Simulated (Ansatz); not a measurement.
```yaml
crystal:
  periodic: [true, true, true]
  atoms:
    - {symbol: B, position_ang: [-0.801313, 0.675378, -0.524014]}
    - {symbol: N, position_ang: [0.522182, 1.076809, -0.162175]}
    - {symbol: B, position_ang: [1.170467, -0.158451, 0.150193]}
    - {symbol: Si, position_ang: [-0.597234, -1.108812, 0.408584]}
    - {symbol: H, position_ang: [-1.514664, 1.316248, -1.237668]}
    - {symbol: H, position_ang: [0.966480, 1.964377, -0.363860]}
    - {symbol: H, position_ang: [2.353142, -0.319374, 0.084841]}
    - {symbol: H, position_ang: [-0.946718, -2.422991, -0.194634]}
    - {symbol: H, position_ang: [-1.063841, -1.069584, 1.821733]}
basis:
  gaussian: {orbitals: def2-TZVP}
hamiltonian: {xc: {name: HSE06}}
output: {forces: true}
```

```sh
$ ansatz run in.yaml --threads 2 --pin off --events-out ev --progress --plain --max-ram 4352MiB
```

Shortened log:

```
Error: YAML parse error: error: line 2 column 3: crystal: missing field `lattice` (a structure is typed as `lattice` and `atoms`, a molecule's as `atoms` in Å alone, or read from a run's directory, `checkpoint`)
 --> <input>:2:3
1 | crystal:
2 |   periodic: [true, true, true]
3 |   atoms:
4 |     - {symbol: B, position_ang: [-0.801313, 0.675378, -0.524014]}
```

In this input the molecule is marked periodic without a cell. The program refused the input.
